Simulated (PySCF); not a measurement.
C3H6Cl (SMILES C[C](C)Cl), doublet, geometry from GFN2-xTB. Base run: PySCF with HF/6-31G*.

Here is a job for PySCF.
```python
from pyscf import gto, scf

mol = gto.Mole()
mol.atom = '''
    C    -1.127145    0.548310   -1.120611
    C     0.058587    0.016523   -0.407076
    C     1.439133    0.429022   -0.756112
    Cl   -0.194991   -0.568066    1.186936
    H    -1.375195    1.568247   -0.799813
    H    -0.930268    0.577658   -2.190908
    H    -2.001382   -0.073346   -0.936063
    H     2.167363   -0.267123   -0.343959
    H     1.679955    1.426234   -0.365878
    H     1.550922    0.462324   -1.838495
'''
mol.basis = '6-31g*'
mol.charge = 0
mol.spin = 1
mol.verbose = 4
mol.build()

mf = scf.UHF(mol)
mf.kernel()
```

Each row names what was changed in the base input (with any setting that the change needs).

```json
[
 {"change": "base", "ΔE vs base (mEh)": "0.000", "fitting functions": "-", "dipole (D)": "1.94"},
 {"change": "auxbasis = cc-pvtz-ri", "ΔE vs base (mEh)": "2.881", "fitting functions": "545", "dipole (D)": "1.94"},
 {"change": "auxbasis = even-tempered beta=2.0", "ΔE vs base (mEh)": "0.276", "fitting functions": "576", "dipole (D)": "1.94"},
 {"change": "auxbasis = def2-universal-jkfit", "ΔE vs base (mEh)": "0.060", "fitting functions": "461", "dipole (D)": "1.94"},
 {"change": "auxbasis = def2-universal-jfit", "ΔE vs base (mEh)": "2054.7", "fitting functions": "264", "dipole (D)": "1.90"},
 {"change": "auxbasis = def2-tzvp-ri", "ΔE vs base (mEh)": "-4.639", "fitting functions": "431", "dipole (D)": "1.94"},
 {"change": "auxbasis = def2-svp-ri", "ΔE vs base (mEh)": "277.3", "fitting functions": "290", "dipole (D)": "1.89"},
 {"change": "auxbasis = even-tempered beta=1.6", "ΔE vs base (mEh)": "0.251", "fitting functions": "881", "dipole (D)": "1.94"},
 {"change": "exchange = seminumerical (SGX) (with mf = sgx.sgx_fit(mf, auxbasis='def2-universal-jfit'); with mf.with_df.dfj = True)", "ΔE vs base (mEh)": "-0.190", "fitting functions": "264", "dipole (D)": "1.94"},
 {"change": "auxbasis = cc-pvqz-jkfit", "ΔE vs base (mEh)": "0.014", "fitting functions": "772", "dipole (D)": "1.94"}
]
```

A fitting set is made for a task (jfit for Coulomb, jkfit for Coulomb and exchange, ri for correlation) and for a family of orbital bases.

Open shells are given as the SCF converged; they aren't shown to be the lowest states, and a large step between rows can be another state.
